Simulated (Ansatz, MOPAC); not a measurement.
Molecule: C₂H₇Si, net charge 0, doublet state. SMILES: [CH2]C[SiH3]

Atoms: C1, C2, Si3, H4, H5, H6, H7, H8, H9, H10. Bonds: C1-C2, C1-H4, C1-H5, C2-Si3, C2-H6, C2-H7, Si3-H8, Si3-H9, Si3-H10.

Bond lengths (Å) and angles (degrees) optimised at MNDO with MOPAC; HF/STO-3G with Ansatz (a quantum-chemistry and plane-wave program); HF/6-31G* with Ansatz, each started from the B3LYP-D3(BJ)/def2-TZVP structure (Ansatz) of the last column. A row stands for all coordinates that are equal there; 11 of 16 kinds are shown. 6-31G* holds six Cartesian d functions. No wavenumbers were computed at MNDO, HF/STO-3G, so these may be saddle points.

```csv
coordinate,MNDO,HF/STO-3G,HF/6-31G*,B3LYP-D3(BJ)/def2-TZVP
C1-C2,1.469,1.515,1.498,1.475
C1-H4,1.083,1.083,1.075,1.081
C2-Si3,1.817,1.876,1.903,1.904
C2-H6,1.113,1.086,1.088,1.094
Si3-H8,1.378,1.423,1.478,1.482
Si3-H10,1.379,1.423,1.480,1.486
C1-C2-Si3,113.2,113.7,112.6,110.6
C2-C1-H4,121.5,119.0,120.3,120.7
C1-C2-H6,109.8,109.1,110.5,112.0
Si3-C2-H6,109.1,109.0,108.2,107.1
C2-Si3-H8,110.4,110.1,110.3,109.7
```

Mean signed difference of all 9 bond lengths from B3LYP-D3(BJ)/def2-TZVP: MNDO -0.041 Å, HF/STO-3G -0.020 Å, HF/6-31G* -0.002 Å.
